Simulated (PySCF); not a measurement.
Compound: CH8O3Si3.
Bonds: C1–Si2, Si2–O3, O3–Si4, Si4–O5, O5–Si6, Si6–O7, Si2–O7. Hydrogens: H8, H9, H10 on C1; H11 on Si2; H12, H13 on Si4; H14, H15 on Si6.

The same species was optimised twice, with GFN2-xTB and with PBE0-D3(BJ)/def2-SVP (PySCF), and the same property calculations (PySCF, gas phase) were run on both structures.

| coordinate | GFN2-xTB | PBE0-D3(BJ)/def2-SVP | change |
| --- | --- | --- | --- |
| Si2–O3 (Å) | 1.631 | 1.669 | +0.038 |
| Si4–O5 (Å) | 1.625 | 1.663 | +0.038 |
| Si2–O7 (Å) | 1.631 | 1.669 | +0.038 |
| O5–Si6 (Å) | 1.625 | 1.663 | +0.038 |
| Si6–O7 (Å) | 1.623 | 1.660 | +0.037 |
| O3–Si4 (Å) | 1.624 | 1.660 | +0.036 |
| C1–Si2 (Å) | 1.887 | 1.852 | -0.035 |
| O3–Si2–O7 (°) | 108.6 | 106.6 | -2.0 |
| Si2–O7–Si6 (°) | 131.0 | 132.9 | +1.9 |
| Si2–O3–Si4 (°) | 131.1 | 132.9 | +1.8 |
| O5–Si6–O7 (°) | 109.1 | 107.6 | -1.5 |
| O3–Si4–O5 (°) | 109.0 | 107.6 | -1.4 |
| Si4–O5–Si6 (°) | 131.0 | 132.2 | +1.2 |
| C1–Si2–O3 (°) | 109.3 | 110.1 | +0.8 |
| C1–Si2–O7 (°) | 109.4 | 110.0 | +0.6 |

Rotational constants: A = 2219, B = 1450, C = 978.0 MHz (GFN2-xTB) against A = 2128, B = 1400, C = 934.7 MHz (PBE0-D3(BJ)/def2-SVP). Atoms that the bonding makes alike are paired by their places after alignment.

On the GFN2-xTB structure: isotropic polarisability (au) 84.7 [CAM-B3LYP/def2-SVPD]; HOMO (eV) -9.56 [CAM-B3LYP/def2-SVPD]; LUMO (eV) 0.94 [CAM-B3LYP/def2-SVPD]; dipole (D) 0.66 [CAM-B3LYP/def2-SVPD]; HOMO (eV) -8.21 [PBE0/pcSseg-1]; LUMO (eV) 0.80 [PBE0/pcSseg-1]; dipole (D) 0.63 [PBE0/pcSseg-1]; GIAO shielding of C1 (ppm) 184.4 [PBE0/pcSseg-1]; GIAO shielding of Si2 (ppm) 373.6 [PBE0/pcSseg-1]; GIAO shielding of O3/O7 (mean) (ppm) 241.0 [PBE0/pcSseg-1]; GIAO shielding of Si4/Si6 (mean) (ppm) 388.8 [PBE0/pcSseg-1]; GIAO shielding of O5 (ppm) 249.8 [PBE0/pcSseg-1].

Question: What do these properties become on the PBE0-D3(BJ)/def2-SVP structure?

Answer: 
```csv
property,level,on GFN2-xTB,on PBE0-D3(BJ)/def2-SVP,change
isotropic polarisability (au),CAM-B3LYP/def2-SVPD,84.7,88.6,+3.9
HOMO (eV),CAM-B3LYP/def2-SVPD,-9.56,-9.63,-0.07
LUMO (eV),CAM-B3LYP/def2-SVPD,0.94,0.98,+0.04
dipole (D),CAM-B3LYP/def2-SVPD,0.66,0.86,+0.20
"energy, GFN2-xTB geometry as zero (kcal/mol)",CAM-B3LYP/def2-SVPD,0.0,-8.2,-8.2
HOMO (eV),PBE0/pcSseg-1,-8.21,-8.28,-0.07
LUMO (eV),PBE0/pcSseg-1,0.80,0.64,-0.16
dipole (D),PBE0/pcSseg-1,0.63,0.84,+0.21
"energy, GFN2-xTB geometry as zero (kcal/mol)",PBE0/pcSseg-1,0.0,-6.7,-6.7
GIAO shielding of C1 (ppm),PBE0/pcSseg-1,184.4,181.7,-2.7
GIAO shielding of Si2 (ppm),PBE0/pcSseg-1,373.6,366.6,-7.0
GIAO shielding of O3/O7 (mean) (ppm),PBE0/pcSseg-1,241.0,241.2,+0.2
GIAO shielding of Si4/Si6 (mean) (ppm),PBE0/pcSseg-1,388.8,385.9,-2.9
GIAO shielding of O5 (ppm),PBE0/pcSseg-1,249.8,251.4,+1.6
```

The heavy atoms differ by 0.038 Å rms after alignment (one structure mirrored). Among bonds between heavy atoms Si2–O3, Si2–O7, Si4–O5, O5–Si6 and Si6–O7 change most and about equally (+0.037 to +0.038 Å). Changes are differences of the printed values. Neither structure is proved a minimum here.
